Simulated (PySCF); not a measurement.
Ga(Br)(OH)2 (BrGaH2O2), SMILES [OH][Ga]([OH])[Br].

The structure is a stationary point at B3LYP-D3(BJ)/def2-SVP. The values are those of a single conformer.

Two levels are set side by side: TDDFT-PBE/def2-SVPD (PySCF) and TDDFT-PBE0/def2-SVPD (PySCF). Vertical, same geometry. The lowest singlet is HOMO→LUMO 98 % with PBE and HOMO→LUMO 98 % with the other functional; states are paired by order. Differences are taken from unrounded values.

```tsv
quantity	TDDFT-PBE0
lowest singlet excitation (eV)	5.82
lowest triplet excitation (TDA) (eV)	5.42
first bright state (f over 0.05) (eV)	6.98
its oscillator strength	0.09
```

### Question
What does TDDFT-PBE give, and how far is it from TDDFT-PBE0? (Estimate from the structure and the level; the computed values follow.)

### Answer

```tsv
quantity	TDDFT-PBE	TDDFT-PBE minus TDDFT-PBE0
lowest singlet excitation (eV)	5.08	-0.74
lowest triplet excitation (TDA) (eV)	4.75	-0.67
first bright state (f over 0.05) (eV)	6.06	-0.92
its oscillator strength	0.06	-0.03
```

A lower first singlet is the usual sign of a functional without exact exchange. Differences between two approximate levels are no errors against the true value.

Rough cost on one machine, each run with all the roots and properties that it gave: TDDFT-PBE0 against TDDFT-PBE about 4 times.
